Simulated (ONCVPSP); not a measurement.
# An all-electron radial function and its pseudo partner (Tc (Z = 43))

Columns: radius, all-electron u(r) and pseudo u(r) of the 4s shell (level -73.38 eV) of technetium in the configuration [Ar] 3d10 4s2 4p6 4d5 5s2; PBE, scalar-relativistic, ONCV scheme, ONCVPSP 4.0.1.

```json
{"r (bohr)": "0.095", "all-electron": "0.3927", "pseudo": "0.0464"}
{"r (bohr)": "0.190", "all-electron": "-0.1196", "pseudo": "0.1124"}
{"r (bohr)": "0.285", "all-electron": "-0.5926", "pseudo": "0.2115"}
{"r (bohr)": "0.380", "all-electron": "-0.5021", "pseudo": "0.3469"}
{"r (bohr)": "0.475", "all-electron": "-0.1022", "pseudo": "0.5105"}
{"r (bohr)": "0.570", "all-electron": "0.3488", "pseudo": "0.6847"}
{"r (bohr)": "0.665", "all-electron": "0.7181", "pseudo": "0.8478"}
{"r (bohr)": "0.760", "all-electron": "0.9655", "pseudo": "0.9791"}
{"r (bohr)": "0.855", "all-electron": "1.0966", "pseudo": "1.0638"}
{"r (bohr)": "0.950", "all-electron": "1.1338", "pseudo": "1.0956"}
{"r (bohr)": "1.045", "all-electron": "1.1042", "pseudo": "1.0773"}
{"r (bohr)": "1.140", "all-electron": "1.0319", "pseudo": "1.0182"}
{"r (bohr)": "1.235", "all-electron": "0.9362", "pseudo": "0.9312"}
{"r (bohr)": "1.330", "all-electron": "0.8307", "pseudo": "0.8296"}
{"r (bohr)": "1.425", "all-electron": "0.7248", "pseudo": "0.7247"}
{"r (bohr)": "1.520", "all-electron": "0.6242", "pseudo": "0.6241"}
{"r (bohr)": "1.615", "all-electron": "0.5319", "pseudo": "0.5319"}
{"r (bohr)": "1.710", "all-electron": "0.4495", "pseudo": "0.4495"}
{"r (bohr)": "1.805", "all-electron": "0.3774", "pseudo": "0.3773"}
{"r (bohr)": "1.900", "all-electron": "0.3150", "pseudo": "0.3150"}
{"r (bohr)": "1.995", "all-electron": "0.2618", "pseudo": "0.2617"}
{"r (bohr)": "2.090", "all-electron": "0.2167", "pseudo": "0.2167"}
{"r (bohr)": "2.185", "all-electron": "0.1788", "pseudo": "0.1788"}
{"r (bohr)": "2.280", "all-electron": "0.1472", "pseudo": "0.1472"}
{"r (bohr)": "2.375", "all-electron": "0.1208", "pseudo": "0.1208"}
{"r (bohr)": "2.470", "all-electron": "0.0990", "pseudo": "0.0990"}
```

Question: How many radial nodes do the two functions have?

Answer: The all-electron 4s function has n − l − 1 = 3 (the table is too coarse to show those close to the nucleus); the pseudo-wave has 0, since the states of the same l below it are removed with the core.

Question: At about which radius was the pseudo-wave matched?

Answer: 1.50 bohr, where the columns begin to agree (steps of 0.10 bohr).

Question: Is the pseudo-wave norm-conserving?

Answer: Yes: the ONCV scheme keeps the norm inside the radius equal to the all-electron one, which fixes the energy derivative of the logarithmic derivative at the level.
